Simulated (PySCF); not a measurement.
An unknown shows these calculated signals:

1H NMR (400 MHz, computed): δ 4.69 (tq, J = 4.5, 1.2 Hz, 1H), 4.11 (m, 2H), 2.10 (m, 2H), 1.80 (td, J = 2.1, 1.2 Hz, 3H), 1.62 (m, 2H).

13C{1H} NMR (computed): δ 159.8 (C), 100.2 (CH), 68.5 (CH2), 25.5 (CH2), 25.1 (CH2), 23.6 (CH3).

Computed data (PySCF 2.14): geometry from GFN2-xTB, B3LYP/pcJ-1 coupling constants (without the spin–dipole term), shieldings: GIAO PBE0/pcSseg-1. Fast rotation and ring inversion assumed for equivalent nuclei, isolated molecule, non-relativistic Hamiltonian, single conformer.

Referencing at the same level of theory: TMS for 1H (σ = 31.72 ppm) and 13C (σ = 186.93 ppm).

**Question.** Which of these does the molecule contain: a C≡C triple bond, a non-aromatic C=C double bond, a CH3CH2 unit, a benzene ring?

**Answer.** 
- A C≡C triple bond: no.
- A non-aromatic C=C double bond: yes.
- A CH3CH2 unit: no.
- A benzene ring: no.

The data belong to `O1C(C)=CCCC1`, C6H10O; they needn't prove each group on their own.

Carbon signals by region: 2 in the sp2 and nitrile region (100–160 ppm), 1 at 50–100 ppm, 3 below 50 ppm.

Multiplet labels drop couplings under 1 Hz and merge nearly equal ones. Couplings among chemically equivalent protons are left out too, so labels in AA′BB′ or AA′XX′ sets are apparent multiplicities. Unscaled 3J(H,H) at this level run about 10 % above measured values. Shifts are as computed. Against solution values, carbons near 30 ppm lie about +3 ppm off and those near 130 ppm about +5 ppm. Of 1211 compounds with measured shifts, 218 miss one by over three times the rms of a fit or turn the order of signals round; such compounds aren't used in these exercises.
